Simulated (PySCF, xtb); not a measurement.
SiHF, SMILES F[SiH] (connectivity only; charge and spin as stated), neutral, multiplicity 1.

Harmonic wavenumbers (cm⁻¹) from xtb with GFN2-xTB at its own minimum, in rising order: 718, 799, 2125.

**Question.** What does r2SCAN-D4/def2-TZVPD (PySCF) give at its own minimum? (The exact figures need the calculation; the answer reports its results.)

**Answer.** 839, 869, 1954. Paired by order, the mean absolute difference is 121 cm⁻¹ and the zero-point energies are 5.2 and 5.2 kcal/mol.
